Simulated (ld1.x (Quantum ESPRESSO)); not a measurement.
silicon (Si): one change to a TM potential, before and after

ld1.x (Quantum ESPRESSO) 7.5 input, shortened:

```
&input
   title='Si', zed=14., rel=1, dft='REVPBE', iswitch=3,
   config='[Ne] 3s2 3p1.5'
 /
 &inputp
   pseudotype=2, tm=.true., lloc=0,
   nlcc=.false.
 /
2
3P  2  1   1.50   0.00  2.20  2.20  0.0
3S  1  0   2.00   0.00  1.90  1.90  0.0
 &test
   configts(1)='3s2 3p1.5'
 /
```

All-electron outer shells of the reference configuration (revPBE, scalar-relativistic, ld1.x):

| shell | level (eV) | outermost node (bohr) | outermost maximum (bohr) |
| --- | --- | --- | --- |
| 3s | -14.70 | 0.72 | 1.77 |
| 3p | -7.66 | 0.72 | 2.09 |

Change: core correction a·sin(br)/r model core inside 1.52 bohr.

Cutoffs: the cutoffs (Ry, on a coarse ladder) from which the occupation-weighted sum of valence levels, in a spherical-Bessel basis at the reference potential, stays within 10 and 1 mRy of its value at 400 Ry; they do not see the model core or the augmentation charge, which bear on the density cutoff. Errors are all-electron minus pseudo energies relative to the spin-unpolarised reference configuration.

How do hardness, ghosts and transferability respond?

The potential gets neither clearly harder nor softer (15 Ry and 35 Ry → 15 Ry and 35 Ry); of the 7 tests that both files solve, the error grows in 4 and shrinks in 1 by more than 15 % and 0.3 meV (median size 2.3 → 1.0 meV); neither file shows a bound ghost. A model core, the more so a compact one, raises the density cutoff, which this test does not measure.

| quantity | base | changed |
| --- | --- | --- |
| cutoff, loose | 15 Ry | 15 Ry |
| cutoff, tight | 35 Ry | 35 Ry |
| bound ghosts | none | none |
| error for 3s2 3p2, meV [ΔE -2.91 eV] | +0.2 | +0.5 |
| error for 3s2 3p1, meV [ΔE 4.81 eV] | -0.3 | +0.2 |
| error for 3s2 3p0, meV [ΔE 20.78 eV] | -5.8 | -0.7 |
| error for 3s0 3p4, meV [ΔE 10.82 eV] | +5.8 | -17 |
| error for 3s1 3p0, meV [ΔE 54.65 eV] | -14 | -32 |
| error for 3s2 3p2.3, meV [ΔE -3.84 eV] | +0.4 | +1.0 |
| error for 3s1 3p3, meV [ΔE 3.89 eV] | +2.3 | -4.2 |
| s: phases at 2.41 bohr within 0.05 rad from the reference energy up to (Ry; the scan ends near 5) | 2.2 | 2.2 |
| p: phases at 2.41 bohr within 0.05 rad from the reference energy up to (Ry; the scan ends near 5) | 2.5 | 2.5 |
